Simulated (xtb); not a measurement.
OSc (SMILES [O]=[Sc]), doublet, from a rough starting geometry (GFN-xTB shapes and energies of metal compounds can be far from the true ones); GFN2-xTB in xtb 6.7.1.

Here is a job for xtb.
```
$ xtb mol.xyz --gfn 2 --uhf 1 --opt vtight --json

# file mol.xyz
2

Sc     0.03519316    -0.05603630    -0.85681498
O     -0.05106647    -0.00508021     0.89041227
```

Q: What does xtb print? Leave out banner, timings and long lists.

A: 
```
   ID    Z sym.   atoms
    1   21 Sc     1
    2    8 O      2

           -------------------------------------------------
          |                Calculation Setup                |
           -------------------------------------------------

           -------------------------------------------------
          |                 G F N 2 - x T B                 |
           -------------------------------------------------

          ...................................................
          :                      SETUP                      :
          :.................................................:
          :  # basis functions                  14          :
          :  # atomic orbitals                  13          :
          :  # shells                            5          :
          :  # electrons                         9          :
          :  max. iterations                   250          :
          :  Hamiltonian                  GFN2-xTB          :
          :  restarted?                      false          :
          :  GBSA solvation                  false          :
          :  PC potential                    false          :
          :  electronic temp.          300.0000000     K    :
          :  accuracy                    1.0000000          :
          :  -> integral cutoff          0.2500000E+02      :
          :  -> integral neglect         0.1000000E-07      :
          :  -> SCF convergence          0.1000000E-05 Eh   :
          :  -> wf. convergence          0.1000000E-03 e    :
          :  Broyden damping             0.4000000          :
          :  net charge                          0          :
          :  unpaired electrons                  1          :
          ...................................................

 iter      E             dE          RMSdq      gap      omega  full diag
   1     -3.8683337 -0.386833E+01  0.311E+01    0.20       0.0  T
   2     -4.5819544 -0.713621E+00  0.164E+01    2.13       1.0  T
   3     -4.9027281 -0.320774E+00  0.148E+01    2.19       1.0  T
   4     -4.5551631  0.347565E+00  0.204E+01    2.11       1.0  T
   5     -4.6150226 -0.598594E-01  0.124E+01    0.68       1.0  T
   6     -4.5967419  0.182806E-01  0.127E+01    0.66       1.0  T
   7     -4.5698642  0.268777E-01  0.130E+01    0.64       1.0  T
   8     -4.8396655 -0.269801E+00  0.779E+00    1.01       1.0  T
   9     -4.7051915  0.134474E+00  0.107E+01    0.78       1.0  T
[...]
         :: total energy              -4.969638177232 Eh    ::
 * total energy  :    -4.9696382 Eh     change       -0.2475531E-09 Eh
 * total energy  :    -4.9696386 Eh     change       -0.3890095E-06 Eh
 * total energy  :    -4.9696387 Eh     change       -0.1084346E-06 Eh
 * total energy  :    -4.9696387 Eh     change       -0.4454215E-11 Eh
   *** GEOMETRY OPTIMIZATION CONVERGED AFTER 4 ITERATIONS ***
         :: total energy              -4.969638674928 Eh    ::
[...]
         7                         -0.2584897              -7.0339
         8                         -0.2579865              -7.0202
         9                         -0.2579865              -7.0202
        10                         -0.2421804              -6.5901
        11                         -0.0793524              -2.1593
        12                         -0.0793524              -2.1593
        13                          0.1698705               4.6224
      -------------------------------------------------------------
                  HL-Gap            0.0663988 Eh            1.8068 eV
             Fermi-level           -0.3254593 Eh           -8.8562 eV

     #   Z          covCN         q      C6AA      α(0)
     1  21 Sc       0.706     0.560  1269.494   110.686
     2   8 O        0.706    -0.560    25.232     6.730

 Mol. C6AA /au·bohr⁶  :       1561.123200
 Mol. C8AA /au·bohr⁸  :     180529.229408
 Mol. α(0) /au        :        117.416741

Wiberg/Mayer (AO) data.
largest (>0.10) Wiberg bond orders for each atom

 ---------------------------------------------------------------------------
     #   Z sym  total        # sym  WBO       # sym  WBO       # sym  WBO
 ---------------------------------------------------------------------------
     1  21 Sc   2.018 --     2 O    2.018
     2   8 O    2.018 --     1 Sc   2.018
 ---------------------------------------------------------------------------

Topologies differ in total number of bonds
Writing topology from bond orders to xtbtopo.mol

molecular dipole:
                 x           y           z       tot (Debye)
 q only:        0.091      -0.054      -1.847
   full:        0.084      -0.050      -1.701       4.332
molecular quadrupole (traceless):
                xx          xy          yy          xz          yz          zz
 q only:        0.053      -0.007       0.066       0.046       0.157      -0.119
  q+dip:        0.290      -0.005       0.304       0.078       0.124      -0.594
   full:        1.984       0.002       2.005       0.330      -0.025      -3.989

optimized geometry written to: xtbopt.xyz

           -------------------------------------------------
          | TOTAL ENERGY               -4.969638674928 Eh   |
          | GRADIENT NORM               0.000000055454 Eh/α |
          | HOMO-LUMO GAP               1.806804621212 eV   |
           -------------------------------------------------

normal termination of xtb
```
